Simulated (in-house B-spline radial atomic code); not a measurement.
Configurations of B⁺, with energies counted from [He] 2s2. Method: non-relativistic B3LYP, spin-polarised, spherical fractional occupations, point nucleus. Calculated with a B-spline radial code for spherical atoms. Caution: exact exchange at fractional occupations of open shells leaves self-interaction of up to several eV. Shells without spins written out take the highest spin.

```tsv
configuration	E - E(ref) (eV)	highest orbital	its <r> (bohr)
[He] 2s1 3s1	15.596	3s up	4.609
[He] 2s(0 up, 1 down) 3s(1 up, 0 down)	15.677	3s up	4.657
[He] 2s1 3p1	17.333	3p up	5.081
```

(1) Order these further configurations by energy, lowest first.
A. [He] 2s(1 up, 0 down) 2p(0 up, 1 down)
B. [He] 2s1 2p1
C. [He] 2s(0 up, 1 down) 3d(0 up, 1 down)
D. [He] 2s(0 up, 1 down) 3p(1 up, 0 down)

## Answers

(1) B (5.1463 eV), A (6.8241 eV), D (17.339 eV), C (18.547 eV).
